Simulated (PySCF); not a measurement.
C (carbon, neutral) across methods

[He] 2s1 2p3, high-spin 5S determinant (an excited configuration). Calculation: PySCF 2.14, in def2-TZVPPD (6s3p3d1f, 37 functions); no relativity, point nucleus.

```json
{"method": "r2SCANh", "E (hartree)": "-37.6999", "mean ε 1s β (eV)": "-277.77", "mean ε 2s α (eV)": "-17.534", "mean ε 2p α (eV)": "-7.845", "Σ⟨r²⟩ (bohr²)": "13.77", "⟨S²⟩": "6.000"}
{"method": "PBE", "E (hartree)": "-37.6450", "mean ε 1s β (eV)": "-270.88", "mean ε 2s α (eV)": "-15.436", "mean ε 2p α (eV)": "-6.792", "Σ⟨r²⟩ (bohr²)": "14.09", "⟨S²⟩": "6.000"}
{"method": "M06-L", "E (hartree)": "-37.7029", "mean ε 1s β (eV)": "-275.04", "mean ε 2s α (eV)": "-16.703", "mean ε 2p α (eV)": "-7.001", "Σ⟨r²⟩ (bohr²)": "13.47", "⟨S²⟩": "6.000"}
{"method": "LDA", "E (hartree)": "-37.3184", "mean ε 1s β (eV)": "-268.36", "mean ε 2s α (eV)": "-15.224", "mean ε 2p α (eV)": "-6.864", "Σ⟨r²⟩ (bohr²)": "14.24", "⟨S²⟩": "6.000"}
{"method": "B3LYP", "E (hartree)": "-37.6879", "mean ε 1s β (eV)": "-278.56", "mean ε 2s α (eV)": "-17.303", "mean ε 2p α (eV)": "-7.947", "Σ⟨r²⟩ (bohr²)": "13.98", "⟨S²⟩": "6.000"}
{"method": "r2SCAN", "E (hartree)": "-37.7006", "mean ε 1s β (eV)": "-274.64", "mean ε 2s α (eV)": "-16.648", "mean ε 2p α (eV)": "-7.247", "Σ⟨r²⟩ (bohr²)": "13.81", "⟨S²⟩": "6.000"}
{"method": "PW91", "E (hartree)": "-37.6779", "mean ε 1s β (eV)": "-271.17", "mean ε 2s α (eV)": "-15.460", "mean ε 2p α (eV)": "-6.844", "Σ⟨r²⟩ (bohr²)": "14.05", "⟨S²⟩": "6.000"}
{"method": "PBE0", "E (hartree)": "-37.6582", "mean ε 1s β (eV)": "-279.69", "mean ε 2s α (eV)": "-18.062", "mean ε 2p α (eV)": "-8.429", "Σ⟨r²⟩ (bohr²)": "13.88", "⟨S²⟩": "6.000"}
{"method": "UHF", "E (hartree)": "-37.59806", "mean ε 1s β (eV)": "-305.45", "mean ε 2s α (eV)": "-25.604", "mean ε 2p α (eV)": "-13.032", "Σ⟨r²⟩ (bohr²)": "13.54", "⟨S²⟩": "6.000"}
```
